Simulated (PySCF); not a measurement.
Compound: C₇H₁₃NSi.
Z-matrix (Å and degrees, PBE0-D3(BJ)/def2-SVP geometry), rows numbered from 1:
```
C 
C   1  1.3387
C   2  1.5203  1  132.91
C   3  1.5534  2   88.46  1  -167.55
C   2  1.4765  1  135.90  3  -173.29
C   5  1.3435  2  135.63  1   -20.49
C   6  1.4901  5  126.24  2     5.09
Si  7  1.8908  6  111.16  5    93.50
N   8  1.7322  7  107.13  6   -65.78
H   1  1.0921  2  121.84  3   172.75
H   1  1.0938  2  120.43  3    -4.41
H   3  1.1007  2  115.94  1   -48.50
H   3  1.1014  2  113.17  1    77.80
H   4  1.1019  3  113.16  2   107.49
H   4  1.1008  3  116.38  2  -125.93
H   6  1.0971  5  117.05  2  -175.68
H   7  1.1028  6  111.42  5   -26.53
H   7  1.1028  6  110.67  5  -146.64
H   8  1.4968  7  111.38  6   176.50
H   8  1.5044  7  107.49  6    59.62
H   9  1.0160  8  117.77  7    47.96
H   9  1.0137  8  120.11  7  -171.86
```

NICS = −σ at a ghost point: NICS(0) at the centroid of the ring atoms, NICS(1) 1 Å to either side along the normal of their mean plane, zz for the tensor component along that normal. Level: GIAO PBE0/pcSseg-1 (PySCF, non-relativistic, gas phase) on the PBE0-D3(BJ)/def2-SVP geometry, one conformer.

Ring bond lengths (Å), with Mayer bond orders in brackets: C2–C3 1.520 (1.04), C3–C4 1.553 (1.06), C4–C5 1.520 (1.07), C5–C2 1.477 (1.01).

Give the NICS values of each ring in ppm.

```
       ring                                            type  NICS(0)  NICS(1), two faces  NICS(1)zz, two faces  rms pucker (Å)  centre to ring atoms, mean (Å)
C2–C3–C4–C5  4-membered carbocycle; formal bonds all single      2.9         -1.4 / -1.2             1.5 / 1.9            0.05                            1.07
```

What do they say, and how far can they be read as aromaticity?

- C2–C3–C4–C5: mean NICS(1)zz 1.7 ppm, near zero. C3, C4 have four or more neighbours, and the NICS criterion for π rings isn't applied.

What is the mean of the two in-plane components of NICS at the first NICS(1) probe listed for ring C2–C3–C4–C5, 1 Å off the ring?

The isotropic value is a third of the trace: (3 × -1.4 − (1.5))/2 = -2.8 ppm.

How do the values depend on the level or the medium?

| level | NICS(0), C2–C3–C4–C5 | mean NICS(1)zz, C2–C3–C4–C5 |
| --- | --- | --- |
| PBE0/pcSseg-1, gas | 2.9 | 1.7 |
| wB97X-D/pcSseg-1, gas | 2.9 | 1.6 |
| PBE0/pcSseg-1, IEF-PCM acetonitrile | 2.9 | 1.6 |
| PBE0/pcSseg-1, IEF-PCM tetrahydrofuran | 2.9 | 1.7 |

The geometry is the same throughout; the continuum's cavity takes Bondi-type radii × 1.2.
